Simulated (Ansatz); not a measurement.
CH$_{5}$FGeS, SMILES `[CH3][GeH]([F])[SH]`, 9 atoms. The species carries charge 0 and has multiplicity 1. Correlated methods include outer-core shells of Ge, which these sets cover unevenly. Scalar relativity is left out up to krypton. All runs use 4 threads of an INTEL XEON PLATINUM 8581C on a shared host. Correlated methods freeze the cores.

Question: Give the basis size and wall time and peak host memory of each of these runs in Ansatz. RHF-CCSD(T)/def2-TZVPP energy; RHF-MP2/def2-QZVPP energy; RKS PBE0-D4/def2-SVP energy; RKS ωB97M-V/def2-QZVPP energy; RKS r2SCAN0-D4/def2-TZVPP energy; RKS ωB97M-V/def2-SVP energy; RKS PBE0-D4/def2-QZVPP energy; RKS revPBE-D4/def2-TZVPP energy; RKS PBE0-D4/def2-TZVP relaxation (6 steps); direct RPA on PBE orbitals/def2-TZVPP energy; RHF-CCSD(T)/def2-SVP energy; RKS PBE0-D4/def2-TZVP frequencies. (Best estimate.)

Answer: Ansatz gave: Other jobs shared the machine, so times are rough.

| level | job | functions | wall time | peak host memory (GiB) |
| --- | --- | --- | --- | --- |
| RKS PBE0-D4/def2-SVP | energy | 103 | 0.65 s | 0.42 |
| RKS revPBE-D4/def2-TZVPP | energy | 222 | 1 s | 0.3 |
| RKS ωB97M-V/def2-SVP | energy | 103 | 2.1 s | 0.42 |
| RKS r2SCAN0-D4/def2-TZVPP | energy | 222 | 2.1 s | 0.63 |
| direct RPA on PBE orbitals/def2-TZVPP | energy | 222 | 2.2 s | 0.47 |
| RHF-CCSD(T)/def2-SVP | energy | 103 | 2.5 s | 0.46 |
| RKS PBE0-D4/def2-QZVPP | energy | 423 | 4.5 s | 1.6 |
| RKS ωB97M-V/def2-QZVPP | energy | 423 | 9 s | 1.9 |
| RHF-MP2/def2-QZVPP | energy | 423 | 11 s | 2.2 |
| RKS PBE0-D4/def2-TZVP | relaxation (6 steps) | 177 | 12 s | 0.5 |
| RHF-CCSD(T)/def2-TZVPP | energy | 222 | 47 s | 3.5 |
| RKS PBE0-D4/def2-TZVP | frequencies | 177 | 62 s | 0.49 |
